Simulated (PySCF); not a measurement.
**Ionisation energy of Kr³⁰⁺ by level of theory**

Kr³⁰⁺ [He] 2s2 2p2 (3P) → Kr³¹⁺ [He] 2s2 2p1 (2P), as a difference of total energies. All numbers are calculated (PySCF 2.14, the spin-free X2C one-electron Hamiltonian (Gaussian nucleus), in an even-tempered Gaussian basis (19 s from 9.3 bohr⁻², ratio 2.2; 12 p from 12 bohr⁻², ratio 2.2; 6 d from 49 bohr⁻², ratio 2.4; 5 f from 73 bohr⁻², ratio 2.4; 4 g from 110 bohr⁻², ratio 2.4)). Correlated levels: nothing frozen; virtual orbitals above 40 to 60 times the deepest correlated orbital energy dropped. The calculations carry no spin-orbit coupling.

```json
{"method": "UHF", "ionisation energy (eV)": "3565.4"}
{"method": "LDA", "ionisation energy (eV)": "3562.9"}
{"method": "PBE", "ionisation energy (eV)": "3564.7"}
{"method": "PBE0", "ionisation energy (eV)": "3565.1"}
{"method": "r2SCAN", "ionisation energy (eV)": "3567.4"}
{"method": "B3LYP", "ionisation energy (eV)": "3565.9"}
{"method": "PBEsol", "ionisation energy (eV)": "3563.2"}
{"method": "MP2 (all electrons)", "ionisation energy (eV)": "3565.1"}
{"method": "SCS-MP2 (all electrons)", "ionisation energy (eV)": "3564.6"}
```

Spin-orbit coupling is strong in these open shells (close to jj coupling). The scalar numbers leave it out and a first-order estimate fails, so it can dominate the gap to the real levels.

For this ion Breit and QED terms and the two-electron picture change, all absent here, outweigh the differences among the correlated methods.

For comparison: 3584 ± 4 eV (semi-empirical (NIST evaluation); NIST Atomic Spectra Database, ionization energies).
